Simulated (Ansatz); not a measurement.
Computed with Ansatz (a first-principles code) with B3LYP-D3(BJ)/def2-TZVP. No frequencies were computed at this level.

Ansatz 0.2 input:
```yaml
crystal:
  periodic: [false, false, false]
  atoms:
    - { symbol: O, position_ang: [1.350502, 1.69995, 0.019984] }
    - { symbol: Al, position_ang: [0.829974, 0.132116, -0.057098] }
    - { symbol: O, position_ang: [1.772254, -1.215635, -0.233196] }
    - { symbol: Si, position_ang: [-1.535989, -0.241257, 0.105432] }
    - { symbol: H, position_ang: [1.657585, 2.594419, 0.068647] }
    - { symbol: H, position_ang: [2.326154, -1.975921, -0.339186] }
    - { symbol: H, position_ang: [-2.332168, 1.000033, 0.10126] }
    - { symbol: H, position_ang: [-2.102949, -1.046175, -0.992942] }
    - { symbol: H, position_ang: [-1.965364, -0.94753, 1.3271] }
basis:
  gaussian: { orbitals: def2-tzvp }
hamiltonian:
  xc: b3lyp
  dispersion: d3bj
relax:
  max_steps: 150
```

Output:

```
Functional definition: B3LYP
1042 factors; their error is unknown
mean field evaluation 1: about -18644.0018 eV, gradient 8.8e1 eV
mean field evaluation 2: about -18605.9103 eV, gradient 1.6e2 eV
mean field evaluation 4: about -18656.3962 eV, gradient 4.4e0 eV
mean field evaluation 8: about -18656.4446 eV, gradient 1.5e-1 eV
mean field evaluation 16: about -18656.4877 eV, gradient 8.1e-5 eV
mean field -18656.48772733 eV, -685.6132781578 hartree, gradient 1.6e-5 eV, S^2 0.000000; 0 other end points of the search recorded, 0 dependent functions left out
reference -18656.48802229 eV, -685.6132889973 hartree; 24, 24 occupied and 142, 142 virtual orbitals, 1042 factors
relax step   1: F+E_penalty+E_count = -18656.76390522 eV  Δ(F+E_penalty+E_count) = +0.000e0 eV  max|allowed force component| = 4.668e-1 eV/Å  Δτ_max = 0.0000 Å  (29 SCF iters, accepted)
these checks for a lower state are left out or cut short: starts, cluster_reference, orbital_swaps, neighbouring_geometries, increment
1042 factors; their error is unknown
mean field -18656.52308527 eV, -685.6145775380 hartree, gradient 6.3e-6 eV, S^2 0.000000; 0 other end points of the search recorded, 0 dependent functions left out
reference -18656.52338128 eV, -685.6145884163 hartree; 24, 24 occupied and 142, 142 virtual orbitals, 1042 factors
relax step   2: F+E_penalty+E_count = -18656.79834716 eV  Δ(F+E_penalty+E_count) = -3.444e-2 eV  max|allowed force component| = 2.399e-1 eV/Å  Δτ_max = 0.0582 Å  (31 SCF iters, accepted)
these checks for a lower state are left out or cut short: starts, cluster_reference, orbital_swaps, neighbouring_geometries, increment
1042 factors; their error is unknown
mean field evaluation 32: about -18656.5308 eV, gradient 6.5e-6 eV
mean field -18656.53075003 eV, -685.6148592129 hartree, gradient 6.5e-6 eV, S^2 0.000000; 0 other end points of the search recorded, 0 dependent functions left out
reference -18656.53104620 eV, -685.6148700969 hartree; 24, 24 occupied and 142, 142 virtual orbitals, 1042 factors
relax step   3: F+E_penalty+E_count = -18656.80501893 eV  Δ(F+E_penalty+E_count) = -6.672e-3 eV  max|allowed force component| = 1.494e-1 eV/Å  Δτ_max = 0.0475 Å  (31 SCF iters, accepted)
these checks for a lower state are left out or cut short: starts, cluster_reference, orbital_swaps, neighbouring_geometries, increment
1042 factors; their error is unknown
mean field -18656.54446791 eV, -685.6153633358 hartree, gradient 1.7e-5 eV, S^2 0.000000; 0 other end points of the search recorded, 0 dependent functions left out
reference -18656.54476262 eV, -685.6153741661 hartree; 24, 24 occupied and 142, 142 virtual orbitals, 1042 factors
relax step   4: F+E_penalty+E_count = -18656.81751771 eV  Δ(F+E_penalty+E_count) = -1.250e-2 eV  max|allowed force component| = 7.051e-1 eV/Å  Δτ_max = 0.1758 Å  (27 SCF iters, accepted)
these checks for a lower state are left out or cut short: starts, cluster_reference, orbital_swaps, neighbouring_geometries, increment
1042 factors; their error is unknown
mean field -18656.55436449 eV, -685.6157270283 hartree, gradient 6.6e-6 eV, S^2 0.000000; 0 other end points of the search recorded, 0 dependent functions left out
reference -18656.55465927 eV, -685.6157378614 hartree; 24, 24 occupied and 142, 142 virtual orbitals, 1042 factors
relax step   5: F+E_penalty+E_count = -18656.82794182 eV  Δ(F+E_penalty+E_count) = -1.042e-2 eV  max|allowed force component| = 5.539e-1 eV/Å  Δτ_max = 0.0173 Å  (31 SCF iters, accepted)
these checks for a lower state are left out or cut short: starts, cluster_reference, orbital_swaps, neighbouring_geometries, increment
1042 factors; their error is unknown
mean field -18656.67209178 eV, -685.6200534262 hartree, gradient 7.2e-6 eV, S^2 0.000000; 0 other end points of the search recorded, 0 dependent functions left out
reference -18656.67238219 eV, -685.6200640989 hartree; 24, 24 occupied and 142, 142 virtual orbitals, 1042 factors
relax step   6: F+E_penalty+E_count = -18656.94835768 eV  Δ(F+E_penalty+E_count) = -1.204e-1 eV  max|allowed force component| = 3.366e-1 eV/Å  Δτ_max = 0.1487 Å  (36 SCF iters, accepted)
these checks for a lower state are left out or cut short: starts, cluster_reference, orbital_swaps, neighbouring_geometries, increment
1042 factors; their error is unknown
mean field -18656.74606304 eV, -685.6227718201 hartree, gradient 2.4e-5 eV, S^2 0.000000; 0 other end points of the search recorded, 0 dependent functions left out
reference -18656.74635219 eV, -685.6227824461 hartree; 24, 24 occupied and 142, 142 virtual orbitals, 1042 factors
relax step   7: F+E_penalty+E_count = -18657.02216285 eV  Δ(F+E_penalty+E_count) = -7.381e-2 eV  max|allowed force component| = 3.709e-1 eV/Å  Δτ_max = 0.1998 Å  (28 SCF iters, accepted)
these checks for a lower state are left out or cut short: starts, cluster_reference, orbital_swaps, neighbouring_geometries, increment
1042 factors; their error is unknown
mean field evaluation 64: about -18656.7849 eV, gradient 3.2e-1 eV
mean field -18656.78525060 eV, -685.6242119362 hartree, gradient 2.2e-5 eV, S^2 0.000000; 0 other end points of the search recorded, 0 dependent functions left out
reference -18656.78553730 eV, -685.6242224724 hartree; 24, 24 occupied and 142, 142 virtual orbitals, 1042 factors
relax step   8: F+E_penalty+E_count = -18657.06194514 eV  Δ(F+E_penalty+E_count) = -3.978e-2 eV  max|allowed force component| = 3.900e-1 eV/Å  Δτ_max = 0.2000 Å  (27 SCF iters, accepted)
these checks for a lower state are left out or cut short: starts, cluster_reference, orbital_swaps, neighbouring_geometries, increment
1042 factors; their error is unknown
mean field -18656.79045915 eV, -685.6244033470 hartree, gradient 1.0e-5 eV, S^2 0.000000; 0 other end points of the search recorded, 0 dependent functions left out
reference -18656.79074530 eV, -685.6244138628 hartree; 24, 24 occupied and 142, 142 virtual orbitals, 1042 factors
relax step   9: F+E_penalty+E_count = -18657.06690480 eV  Δ(F+E_penalty+E_count) = -4.960e-3 eV  max|allowed force component| = 1.430e-2 eV/Å  Δτ_max = 0.0415 Å  (31 SCF iters, accepted)
these checks for a lower state are left out or cut short: starts, cluster_reference, orbital_swaps, neighbouring_geometries, increment
1042 factors; their error is unknown
mean field -18656.79059467 eV, -685.6244083274 hartree, gradient 1.1e-5 eV, S^2 0.000000; 0 other end points of the search recorded, 0 dependent functions left out
reference -18656.79088068 eV, -685.6244188380 hartree; 24, 24 occupied and 142, 142 virtual orbitals, 1042 factors
relax step  10: F+E_penalty+E_count = -18657.06702257 eV  Δ(F+E_penalty+E_count) = -1.178e-4 eV  max|allowed force component| = 2.342e-2 eV/Å  Δτ_max = 0.0120 Å  (31 SCF iters, accepted)
these checks for a lower state are left out or cut short: starts, cluster_reference, orbital_swaps, neighbouring_geometries, increment
1042 factors; their error is unknown
mean field -18656.79059051 eV, -685.6244081744 hartree, gradient 7.3e-6 eV, S^2 0.000000; 0 other end points of the search recorded, 0 dependent functions left out
reference -18656.79087649 eV, -685.6244186841 hartree; 24, 24 occupied and 142, 142 virtual orbitals, 1042 factors
relax step  11: F+E_penalty+E_count = -18657.06703431 eV  Δ(F+E_penalty+E_count) = -1.174e-5 eV  max|allowed force component| = 4.353e-3 eV/Å  Δτ_max = 0.0015 Å  (24 SCF iters, accepted)
1042 factors; their error is unknown
mean field evaluation 96: about -18656.7523 eV, gradient 3.9e-1 eV
mean field -18656.79059051 eV, -685.6244081744 hartree, gradient 9.8e-6 eV, S^2 0.000000; 1 other end points of the search recorded, 0 dependent functions left out
reference -18656.79087649 eV, -685.6244186841 hartree; 24, 24 occupied and 142, 142 virtual orbitals, 1042 factors
Total energy: -18657.06732029 eV, -685.6345778063 hartree
Atom 0 at     1.264392     1.711878     0.028120 Å, force     0.002677     0.000733    -0.000261 eV/Å
Atom 1 at     0.682586     0.117990    -0.050336 Å, force    -0.004068    -0.000746     0.000761 eV/Å
Atom 2 at     1.679776    -1.245088    -0.230371 Å, force     0.002862    -0.000490    -0.000358 eV/Å
Atom 3 at    -1.715655    -0.259655     0.113464 Å, force     0.004353     0.001585    -0.000338 eV/Å
Atom 4 at     2.177542     1.997066    -0.016821 Å, force    -0.001045     0.000580     0.000080 eV/Å
Atom 5 at     2.634490    -1.264096    -0.301555 Å, force    -0.000903    -0.000441     0.000028 eV/Å
Atom 6 at    -2.475636     1.014781     0.110890 Å, force    -0.001268    -0.000967    -0.000046 eV/Å
Atom 7 at    -2.200855    -1.087330    -1.020468 Å, force    -0.001436    -0.000009     0.000802 eV/Å
Atom 8 at    -2.046640    -0.985545     1.367080 Å, force    -0.001172    -0.000246    -0.000666 eV/Å
Dipole moment:     0.524319     0.081425    -0.035013 e Å
```

Cost: about 50 core-seconds (a rough figure).
